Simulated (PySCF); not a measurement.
Computed vibrations of Ce(OH)3(H2O)

Ce(OH)3(H2O) (singlet in the valence; each metal's 4f electrons, 1 of them, lie in its core potential, out of spins and levels). PySCF 2.14.0, RKS PBE0, Ce lcecp-1-SVP with ECP47, O def2-SVP, H def2-SVP; non-relativistic Hamiltonian with scalar-relativistic core potentials where named; density fitting; no spin-orbit coupling. Central differences of gradients.

```xyz
10

Ce    0.0919   -0.0937    0.0687
O     1.1929    1.4660    1.0999
H     1.7464    2.0592    1.6073
O    -1.6029   -0.9579    1.1100
H    -2.2850   -1.3896    1.6232
O     1.1197   -1.3675   -1.3478
H     1.6141   -1.9624   -1.9110
O    -1.3497    1.5282   -1.3663
H    -1.5062    2.4269   -1.0519
H    -2.1633    1.2541   -1.8061
```

Run from Python with OMP_NUM_THREADS=2. Where DIIS fails, smearing, a level shift and second-order steps follow.
It took 5.1 min on 2 threads of Arm Neoverse V1 (shared host).

Problem. What are the harmonic wavenumbers and infrared intensities?

Solution. Negative numbers are unstable modes, those under 60 cm⁻¹ near the noise; a finer grid moves soft modes by up to 10 cm⁻¹.
```
cm⁻¹  km/mol  symmetry
 -29       –          
  53     7.2          
  68    30.0          
  78     4.8          
 112     0.7          
 118     6.2          
 254    53.1          
 265     4.2          
 273   115.9          
 334   260.6          
 350   331.6          
 407    27.8          
 433    33.5          
 445    82.1          
 461   410.4          
 547   246.2          
 550   239.4          
 572    27.2          
1621    81.6          
3858    92.2          
3954   142.7          
3996    83.4          
3999    79.9          
4002    75.5
```

Problem. Is this a minimum?

Solution. Probably not: 1 unstable, though so soft as to be near the noise; the lowest moves the atoms so:
```
Ce   0.01  0.02  0.02
O    0.05 -0.07  0.09
H    0.04 -0.07  0.11
O    0.01  0.01  0.02
H   -0.01  0.02  0.00
O   -0.11  0.06 -0.11
H   -0.14  0.08 -0.16
O    0.01 -0.11 -0.12
H   -0.48 -0.24  0.01
H    0.34 -0.31 -0.60
```

An lcecp potential fixes the number of 4f electrons, so in runs with it no electron can move into or out of that shell.
